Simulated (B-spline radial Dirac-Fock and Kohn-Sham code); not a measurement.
# The M5-N45N45 Auger spectrum of Dy⁶⁺

System: Dy⁶⁺, [Kr] 4d10 4f8 5s2 5p4.

Method: relaxed Dirac-Fock hole states (ΔSCF) with Breit and QED corrections and a finite nucleus. Computed with a radial finite-basis atomic code. The two-hole levels come from diagonalising the Coulomb interaction among the jj configurations; intensities are independent-particle Coulomb rates. Kinetic energies are from the vacuum level. Correlation energy is missing from these numbers. Open outer shells are spectators and are not coupled to the holes.

```tsv
kinetic energy (eV)	J	leading jj holes (weight)	leading LS term (weight)
832.8	0	N4N4 (0.89)	¹S0 (0.73)
840.8	2	N4N4 (0.93)	¹D2 (0.45)
844.5	4	N4N5 (0.96)	¹G4 (0.93)
845.3	1	N4N5 (1.00)	³P1 (1.00)
846.7	2	N4N5 (0.92)	³P2 (0.52)
848.0	0	N5N5 (0.89)	³P0 (0.73)
849.3	3	N4N5 (1.00)	³F3 (1.00)
852.8	2	N5N5 (0.98)	¹D2 (0.50)
855.6	4	N5N5 (0.96)	³F4 (0.93)
```

The intensity is shared as follows: 855.6 eV 25.8 %, 844.5 eV 22.7 %, 852.8 eV 18.8 %, 849.3 eV 10.2 %, 846.7 eV 9.1 %, 845.3 eV 6.2 %, 848.0 eV 4.6 %, 840.8 eV 1.5 %, 832.8 eV 1.1 %.

The strongest line, by its leading LS label ³F4, lies at 855.6 eV. The mean weight of the leading component is 0.95 in jj and 0.75 in LS coupling, so jj labels describe these levels better.

Run: 39 s of CPU time on 1 thread of Neoverse-V2 (shared host), peak memory 0.52 GiB.
